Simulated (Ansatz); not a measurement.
`NC/C(F)=N/[SiH3]` at its PBE0-D4/def2-TZVP geometry, where that method's forces vanish. Charge 0, multiplicity 1.

```
atom   x (Å)   y (Å)   z (Å)
  N1  -1.400   1.888   0.131
  C2  -1.671   0.495  -0.091
  C3  -0.477  -0.416  -0.105
  F4  -0.880  -1.696  -0.325
  N5   0.708  -0.099   0.054
 Si6   2.161  -1.046   0.061
  H7  -0.767   2.234  -0.580
  H8  -0.916   2.009   1.013
  H9  -2.361   0.117   0.672
 H10  -2.197   0.359  -1.043
 H11   1.958  -2.501  -0.164
 H12   2.805  -0.840   1.382
 H13   3.037  -0.503  -1.006
```

Problem. For each bond, give half the difference of the two atoms' forces along it (eV/Å; positive pushes the atoms apart) under PBE-D4, r2SCAN-D4, B3LYP-D4, ωB97M-V in def2-TZVPP. (Estimate.)

Solution. Ansatz gave: 
```tsv
bond	length (Å)	PBE-D4	r2SCAN-D4	B3LYP-D4	ωB97M-V
N1–C2	1.437	0.11	0.19	0.25	0.25
N1–H7	1.013	0.24	0.00	-0.05	-0.08
N1–H8	1.013	0.24	0.00	-0.05	-0.08
C2–C3	1.502	-0.28	-0.13	-0.01	0.08
C2–H9	1.096	0.12	-0.04	-0.13	-0.17
C2–H10	1.096	0.12	-0.04	-0.13	-0.17
C3–F4	1.360	0.53	0.36	0.42	0.20
C3–N5	1.237	0.59	0.20	-0.08	-0.13
N5–Si6	1.734	-0.14	-0.13	0.07	0.18
Si6–H11	1.487	0.06	-0.01	-0.07	-0.14
Si6–H12	1.484	0.07	-0.02	-0.09	-0.14
Si6–H13	1.484	0.07	-0.02	-0.09	-0.14
```

B3LYP here is the variant with VWN-RPA as its local correlation; programs differ in this.
